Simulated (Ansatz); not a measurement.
Relaxation of C2H10OSiSn (15 atoms, charge 0, multiplicity 1), to a largest force component of 0.015 eV/Å in at most 40 steps.

Level of theory: RKS PBE0/def2-SVP in Ansatz 0.2.0.

```xyz
15
Properties=species:S:1:pos:R:3
C -2.005 -1.216 0.275
Si -0.365 -1.199 -0.525
C 0.860 -0.450 0.641
O 0.564 0.845 1.053
Sn 1.243 2.184 -0.223
H -2.344 -0.107 0.480
H -2.763 -1.621 -0.427
H -1.991 -1.735 1.201
H -0.389 -0.405 -1.731
H 0.021 -2.583 -0.801
H 0.914 -1.100 1.574
H 1.929 -0.462 0.223
H 0.385 2.093 -1.769
H 0.962 3.806 0.468
H 2.956 1.899 -0.410
```

Q: Where does it end, and by what steps?

A: The run converged. The force dipped under the threshold on the way, but the program's further checks kept it going. After 12 steps the energy has fallen by 0.497 eV; H13 moved furthest, 0.42 Å.

```json
{"step": "0", "energy less start (eV)": "0.0000", "largest force component (eV/Å)": "2.867", "accepted": "yes"}
{"step": "1", "energy less start (eV)": "-0.3828", "largest force component (eV/Å)": "0.979", "accepted": "yes"}
{"step": "2", "energy less start (eV)": "-0.4790", "largest force component (eV/Å)": "0.279", "accepted": "yes"}
{"step": "3", "energy less start (eV)": "-0.4899", "largest force component (eV/Å)": "0.103", "accepted": "yes"}
{"step": "4", "energy less start (eV)": "-0.4931", "largest force component (eV/Å)": "0.066", "accepted": "yes"}
{"step": "5", "energy less start (eV)": "-0.4947", "largest force component (eV/Å)": "0.031", "accepted": "yes"}
{"step": "6", "energy less start (eV)": "-0.4960", "largest force component (eV/Å)": "0.036", "accepted": "yes"}
{"step": "7", "energy less start (eV)": "-0.4963", "largest force component (eV/Å)": "0.023", "accepted": "yes"}
{"step": "8", "energy less start (eV)": "-0.4965", "largest force component (eV/Å)": "0.018", "accepted": "yes"}
{"step": "9", "energy less start (eV)": "-0.4967", "largest force component (eV/Å)": "0.006", "accepted": "yes"}
{"step": "10", "energy less start (eV)": "-0.4968", "largest force component (eV/Å)": "0.011", "accepted": "yes"}
{"step": "11", "energy less start (eV)": "-0.4968", "largest force component (eV/Å)": "0.013", "accepted": "yes"}
{"step": "12", "energy less start (eV)": "-0.4969", "largest force component (eV/Å)": "0.013", "accepted": "yes"}
```

```xyz
15
Properties=species:S:1:pos:R:3
C -2.087 -1.223 0.296
Si -0.387 -1.354 -0.492
C 0.898 -0.454 0.586
O 0.509 0.888 0.779
Sn 1.319 2.390 -0.256
H -2.298 -0.168 0.526
H -2.877 -1.604 -0.369
H -2.126 -1.792 1.239
H -0.400 -0.702 -1.843
H 0.012 -2.789 -0.679
H 0.959 -0.953 1.573
H 1.913 -0.565 0.147
H 0.590 2.463 -1.807
H 0.955 3.760 0.694
H 2.997 2.050 -0.365
```

Whether the end is a true minimum wasn't checked by a vibrational analysis.

Run time: 61 s on 2 threads of Intel(R) Xeon(R) Platinum 8488C (Sapphire Rapids), on a shared host, peak memory 0.42 GiB.
